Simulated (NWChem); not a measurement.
C4H2Cl2; SMILES C#CC=C(Cl)Cl

Task: Give the equilibrium geometry at PBE0/def2-SVP (NWChem) as a list of bonds and angles, with the point group.

Result: point group Cs; any orientation.
Bonded distances (Å): C1–C2 1.214, C1–H7 1.075, C2–C3 1.415, C3–C4 1.348, C3–H8 1.094, C4–Cl5 1.718, C4–Cl6 1.712. Bond angles (°): C2–C1–H7 179.4, C1–C2–C3 178.1, C2–C3–C4 124.4, C2–C3–H8 118.4, C4–C3–H8 117.1, C3–C4–Cl5 121.4, C3–C4–Cl6 123.3, Cl5–C4–Cl6 115.3.
